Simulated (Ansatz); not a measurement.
Input file for Ansatz (an electronic-structure program): R-PBE/def2-TZVPP on CHBrF2 (SMILES FC(F)Br), atoms moved off the minimum.

Ansatz 0.2 input:
```yaml
crystal:
  periodic: [false, false, false]
  atoms:
    - {symbol: F, position_ang: [-1.44449893, 1.05347463, -0.49536455]}
    - {symbol: C, position_ang: [-0.87296130, 0.05229388, 0.21279113]}
    - {symbol: F, position_ang: [-1.52696665, -1.06037820, -0.33896000]}
    - {symbol: Br, position_ang: [0.88919045, -0.03990088, -0.00131991]}
    - {symbol: H, position_ang: [-1.09824717, 0.14209306, 1.27891677]}
basis:
  gaussian:
    orbitals: def2-TZVPP
hamiltonian:
  xc: {name: PBE}
scf: {lower_state_search: off}
output: {forces: true}
```

Question: What total energy does the run end on?

Answer: -2812.0156 hartree.
